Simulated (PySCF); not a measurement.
SMILES C#Cc1cccc(Cl)c1 at its GFN2-xTB optimised geometry (Å):

```
14

C     -2.2909    -2.3508     0.0019
C     -1.6905    -1.3114     0.0000
C     -0.9872    -0.0824     0.0000
C     -1.6830     1.1264    -0.0001
C     -0.9876     2.3204    -0.0001
C      0.3976     2.3302     0.0000
C      1.0819     1.1242     0.0000
Cl     2.8135     1.1277     0.0001
C      0.4072    -0.0824     0.0000
H     -2.8135    -3.2604     0.0008
H     -2.7626     1.1176    -0.0002
H     -1.5256     3.2565    -0.0002
H      0.9432     3.2604     0.0001
H      0.9486    -1.0157     0.0000
```

Calculation: PBE0/def2-TZVP (PySCF 2.14.0). Cells within 0.4 Å of a nucleus heavier than hydrogen are left out (blank, or x).

Map of the electrostatic potential (hartree/e), clipped to [-0.08, 0.12] on the plane z = 0.0 Å:

```
|1111222222222222211111111|
|1112222222222222221111111|
|1122222333333333221111111|
|1122223467433576321111111|
|1222223799955999521111111|
|1222223899999999621000111|
|1222233699999999521000111|
|122233479xx9xx99778521111|
|1223479999999999999994211|
|12236999xx9999xx99x997211|
|12236999xx9999xx99x997211|
|1122479999999999999994211|
|111122489xx99x99889731111|
|1111113999x99x99521000011|
|1110004999999999621000011|
|11000079xx986999521100111|
|1110179999933586321111111|
|1111399x99201233221111111|
|1122599x98000112211111111|
|1223799993000111111111111|
|1223799941000111111111111|
|2223578531111111111111111|
|2223344321111111111111111|
|1222233221111111111111111|
|1222222221111111111111111|
```
Scale: ten equal steps from -0.021 (start of '0') to 0.120 (end of '9'), in the order '0123456789'; x runs from -5.50 to 5.50, y from -5.50 (bottom) to 5.50 (top).
